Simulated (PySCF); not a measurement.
A structure optimised at PBE-D3(BJ)/def2-SVP, used in a PySCF frequency run:

```xyz
7

O     -1.5624    -0.1116    -0.2315
Si     0.0000     0.0000     0.3774
O      0.6845     1.4089    -0.2315
O      0.8779    -1.2972    -0.2315
H     -2.1587     0.5882     0.0909
H      1.5888     1.5754     0.0909
H      0.5700    -2.1636     0.0909
```
Charge 0, spin multiplicity 2.

Problem. Write its SMILES, formula and point group.

Solution. O[Si](O)O, H3O3Si, C3

Problem. What are its rotational constants (standard atomic weights)?

Solution. 6.9187, 6.9187, 3.8028 GHz
